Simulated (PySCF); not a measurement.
# Orbital picture of SbN

B3LYP at R = 1.832 Å; PySCF, scalar-relativistic core potentials, basis sets Sb cc-pVTZ-PP with ECP28, N cc-pVTZ. State: ¹Σ⁺ (singlet), closed shell. Only the outer orbitals are listed, counted within each symmetry, core potentials removing the inner ones.

```tsv
orbital	occ.	ε (eV)	on Sb (%)	main shells (%)
5σ	2	-20.64	30	67 N s, 20 Sb s
6σ	2	-13.19	76	69 Sb s, 17 N s
7σ	2	-7.71	36	58 N p, 28 Sb p
3π	2	-7.60	46	54 N p, 44 Sb p
3π	2	-7.60	46	54 N p, 44 Sb p
4π	0	-2.92	62	56 Sb p, 38 N p
4π	0	-2.92	62	56 Sb p, 38 N p
8σ	0	0.31	99	77 Sb p, 12 Sb d, 11 N p
```

Task: Which are the highest filled and the lowest empty level, where do they sit, and how wide is the gap?

Result: Highest filled 3π at -7.60 eV (in %: 54 N p, 44 Sb p); lowest empty 4π at -2.92 eV (in %: 56 Sb p, 38 N p); the gap at B3LYP is 4.68 eV.

```
bond order (Mayer)                              : 3.00
⟨S²⟩                                            : 0.000
charge on Sb (Mulliken, basis-dependent)        : 0.37
charge on Sb (Löwdin, basis-dependent)          : 0.41
dipole moment (positive dipole means Sb(−)N(+)) : -3.59 D
polarisability along the bond                   : 53.1 bohr³
polarisability across the bond                  : 32.6 bohr³
```

Spin–orbit coupling is left out.
